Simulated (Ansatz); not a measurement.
C3H11NSi, SMILES `CC(C)N[SiH3]`. Charge 0, multiplicity 1. The structure was optimised at the PBE0-D4/def2-TZVP level. It is one conformer, not always the lowest.

```xyz
16

C    -1.074    0.399    0.927
C    -0.452    0.265   -0.451
C    -1.316   -0.591   -1.360
N     0.878   -0.316   -0.349
Si    2.073    0.100    0.816
H    -0.477    1.041    1.581
H    -2.068    0.843    0.854
H    -1.162   -0.581    1.403
H    -0.397    1.275   -0.891
H    -2.309   -0.152   -1.481
H    -1.426   -1.595   -0.941
H    -0.870   -0.683   -2.354
H     1.234   -0.630   -1.239
H     1.729   -0.400    2.174
H     2.306    1.571    0.952
H     3.331   -0.544    0.358
```

Task: What is the dipole moment at r2SCAN/def2-TZVPP? (Best estimate.)

Result: Ansatz gave: 1.36 D, with components (-0.89, 0.09, -1.03) D in this frame, pointing from negative to positive charge.

Task: And with PBE, B3LYP, ωB97M-V? (Estimate.)

Result: The calculation gave: PBE 1.34 D, B3LYP 1.31 D, ωB97M-V 1.34 D.

Task: Give the Mulliken charges with r2SCAN, B3LYP, ωB97M-V in def2-TZVPP. (An estimate is asked.)

Result: The calculation gave: 
| atom | r2SCAN | B3LYP | ωB97M-V |
| --- | --- | --- | --- |
| C1 | -0.16 | -0.26 | -0.32 |
| C2 | 0.21 | 0.13 | 0.03 |
| C3 | -0.15 | -0.26 | -0.30 |
| N4 | -0.37 | -0.32 | -0.29 |
| Si5 | 0.35 | 0.32 | 0.22 |
| H6 | 0.05 | 0.08 | 0.11 |
| H7 | 0.04 | 0.08 | 0.10 |
| H8 | 0.06 | 0.09 | 0.12 |
| H9 | 0.00 | 0.05 | 0.09 |
| H10 | 0.03 | 0.07 | 0.09 |
| H11 | 0.05 | 0.08 | 0.11 |
| H12 | 0.03 | 0.07 | 0.09 |
| H13 | 0.13 | 0.11 | 0.09 |
| H14 | -0.08 | -0.08 | -0.04 |
| H15 | -0.10 | -0.09 | -0.05 |
| H16 | -0.08 | -0.08 | -0.03 |

B3LYP here is the variant with VWN-RPA as its local correlation; programs differ in this.
